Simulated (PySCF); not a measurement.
GeH2, SMILES [GeH2] (connectivity only; charge and spin as stated), neutral, multiplicity 1.

Geometry optimised at PBE0-D3(BJ)/def2-TZVPD. The isomer is the one that the SMILES or the coordinates give; other isomers of the formula were not compared.

These are PBE/def2-TZVPD (PySCF) values and carry that method's errors.

Symmetry labels are those of the subgroup C2v that the program uses (full group C2v).

Task: List the valence orbital energies around the gap with their symmetry. (An estimate is asked for; the answer gives what the named calculation found.)

Result: 
```
orbital  symmetry  energy (eV)
-------  --------  -----------
HOMO−7         A1       -30.04
HOMO−6         A2       -29.95
HOMO−5         B1       -29.88
HOMO−4         B2       -29.65
HOMO−3         A1       -29.59
HOMO−2         A1       -12.86
HOMO−1         B2        -7.58
HOMO           A1        -5.89
LUMO           B1        -3.95
LUMO+1         A1        -0.07
LUMO+2         B2         0.11
LUMO+3         A1         1.47
```
